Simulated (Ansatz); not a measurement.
Al2Cl2F2H2O2 (`[F][Al@-]1([Cl])[OH+][Al@-]([F])([Cl])[OH+]1`) from Hartree–Fock to CCSD(T)

```xyz
10

F    -0.263   -2.448   -0.891
Al   -0.689   -0.862   -0.832
Cl   -2.274   -0.219   -2.024
O     0.718    0.298   -0.906
Al    0.689    0.862    0.832
F     0.263    2.448    0.891
Cl    2.274    0.220    2.025
O    -0.718   -0.298    0.906
H     0.968    0.829   -1.663
H    -0.967   -0.830    1.663
```

The species carries charge 0 and has multiplicity 1. The geometry is a stationary point of PBE0-D4/def2-TZVP. Frozen core, restricted reference, Ansatz.

| basis | HF (Eh) | MP2 corr. |
| --- | --- | --- |
| def2-SVP | -1752.41857 | -1.12686 |
| def2-TZVPP | -1753.35104 | -1.50339 |
| def2-QZVPP | -1753.40930 | -1.64536 |

Problem. Estimate the CCSD correlation energy and the (T) correction in each basis where they were run (hartree).

Solution. 
```tsv
basis	CCSD corr.	(T)
def2-SVP	-1.16507	-0.01985
```
